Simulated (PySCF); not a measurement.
Vertical excitations of a molecule C₃H₁₄Si₃ from TDA-PBE/def2-SVPD run with PySCF, as energy in eV (oscillator strength): 6.05 (0.011), 6.31 (0.001), 6.42 (0.008), 6.50 (0.045), 6.57 (0.013), 6.73 (0.046). Lowest triplet (TDA): 5.67 eV. Geometry: B3LYP-D3(BJ)/def2-SVP. The values are those of a single conformer.

**Question.** Pick the molecule that these values belong to.
A) C[SiH2]CC[SiH2][SiH3]
B) CC[SiH2][Si@H](C)[SiH3]
C) CC([SiH3])([SiH3])C[SiH3]
D) CC[Si@H]([SiH3])C[SiH3]

**Answer.** A, C[SiH2]CC[SiH2][SiH3]
